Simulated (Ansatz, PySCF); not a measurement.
InCl2, SMILES [Cl][In+][Cl], charge +1. Atoms are numbered in the order given.

```xyz
3

In     0.0000     0.0000    -0.0015
Cl     0.0000     2.2243    -0.0023
Cl     0.0000    -2.2243    -0.0023
```
Charge +1, spin multiplicity 1.

The structure is a stationary point at B3LYP-D3(BJ)/def2-TZVP. The multiplicity is an assumed one; other spin states were not compared. The isomer is the one that the SMILES or the coordinates give; other isomers of the formula were not compared. The def2 effective core potentials stand for the cores of In; spin–orbit coupling is left out.

Two levels are set side by side: PBE-D3(BJ)/def2-TZVP (Ansatz, a first-principles code) and B3LYP-D3(BJ)/def2-TZVP (Ansatz). Each level has its own optimised geometry; the coordinates shown are those of the second. Frequencies come from the Hessian of PySCF at each geometry. Differences are taken from unrounded values.

```json
[
 {"quantity": "mean bond length (Å)", "B3LYP-D3(BJ)": "2.224"},
 {"quantity": "bond In1–Cl2 (Å)", "B3LYP-D3(BJ)": "2.224"},
 {"quantity": "bond In1–Cl3 (Å)", "B3LYP-D3(BJ)": "2.224"},
 {"quantity": "highest harmonic wavenumber (cm⁻¹)", "B3LYP-D3(BJ)": "484"},
 {"quantity": "mean harmonic wavenumber (cm⁻¹)", "B3LYP-D3(BJ)": "257"},
 {"quantity": "zero-point energy (kcal/mol)", "B3LYP-D3(BJ)": "1.47"}
]
```

### Question
What does PBE-D3(BJ) give, and how far is it from B3LYP-D3(BJ)? (An estimate is asked for; the answer gives what the named calculation found.)

### Answer

| quantity | PBE-D3(BJ) | PBE-D3(BJ) minus B3LYP-D3(BJ) |
|---|---|---|
| mean bond length (Å) | 2.223 | -0.001 |
| bond In1–Cl2 (Å) | 2.223 | -0.001 |
| bond In1–Cl3 (Å) | 2.223 | -0.001 |
| highest harmonic wavenumber (cm⁻¹) | 479 | -4 |
| mean harmonic wavenumber (cm⁻¹) | 255 | -3 |
| zero-point energy (kcal/mol) | 1.46 | -0.02 |

Here PBE gives about what the other level gives.
